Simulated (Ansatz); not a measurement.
Coupled-cluster diagnostics for BiF₃ (the lowest singlet isomer of a short search), Ansatz.

Geometry of the singlet (PBE-D4/def2-TZVP):

Cartesian coordinates in Å:
```
Bi -0.406 -0.262 0.604
F 0.928 -1.451 -0.335
F -1.340 0.381 -1.067
F 0.818 1.332 0.798
```

In the def2 sets Bi takes a core potential; there is no spin–orbit coupling. Correlated methods freeze 7 core orbitals; core or outer-core shells of Bi are correlated, in sets that lack core-valence functions. In CCSD on the charge 1 doublet the largest single amplitude is 0.63, so its Hartree–Fock determinant may place the open shell otherwise than the density functionals do. In the quintet geometry the species has come apart into loosely held pieces. In the quintet, F3 and F4 lie 1.89 Å apart (atoms count from 1), so these atoms are partly bonded to each other. The structure comes from a short search, and lower isomers may exist.

Geometry of the charge 0 triplet (PBE-D4/def2-TZVP):

```xyz
4

Bi   -0.6256   -0.0626    0.7081
F    -1.8813    0.8485   -0.6329
F     0.8595    0.0424   -0.8543
F     1.6475   -0.8282    0.7791
```

Geometry of the charge 0 quintet (PBE-D4/def2-TZVP):

```tsv
atom	x (Å)	y (Å)	z (Å)
Bi1	0.138	-1.735	-0.285
F2	-1.056	-0.073	-0.962
F3	-0.474	0.908	0.759
F4	1.392	0.899	0.489
```

Problem. Estimate the CCSD(T) correlation energy, the shares of MP2 and (T), T1 and the reference's ⟨S²⟩ for: charge 0, singlet, own geometry in def2-TZVPP; charge 0, triplet, own geometry in def2-TZVPP; charge 0, quintet, own geometry in def2-TZVPP; charge 1, doublet, vertical in def2-TZVPP; and the rough time on 4 threads of Arm Neoverse V1 on a shared host.

Solution. 
```
                          state       basis  correlation (eV)  MP2 share (%)  (T) share (%)     T1  ⟨S²⟩ (pure)  wall time           remarks
charge 0, singlet, own geometry  def2-TZVPP           -32.363          100.4            2.9  0.017  0.00 (0.00)       28 s                 –
charge 0, triplet, own geometry  def2-TZVPP           -31.293           98.3            2.9  0.035  2.02 (2.00)    2.8 min                 –
charge 0, quintet, own geometry  def2-TZVPP           -29.476           97.5            2.5  0.027  6.02 (6.00)      3 min                 –
    charge 1, doublet, vertical  def2-TZVPP           -31.828           96.8            3.6  0.087  0.78 (0.75)    2.6 min  large T1 (0.087)
```
Customary marks for T1 are 0.02 (closed shells), 0.045 (open shells) and about 0.05 (3d metals). T1 exceeds 0.02 in 3 of 4 rows and 0.045 in 1; the higher it lies, the less the single-reference result can be trusted.
